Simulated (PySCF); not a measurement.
C4H3ClF2, SMILES FC(=C=C(F)Cl)C.

The structure is a stationary point at B3LYP-D3(BJ)/def2-SVP.

Vertical ionisation energy (IE) and electron affinity (EA) in eV. Rows of orbital energies are one-electron estimates. Where ΔSCF, EOM or ADC give a negative EA the extra electron is unbound and the value depends on the basis.

```tsv
level	IE	EA
−ε(HOMO), −ε(LUMO), ωB97X/def2-TZVP (PySCF)	10.12	-1.33
−ε(HOMO), −ε(LUMO), PBE/def2-TZVP (PySCF)	6.50	1.83
```
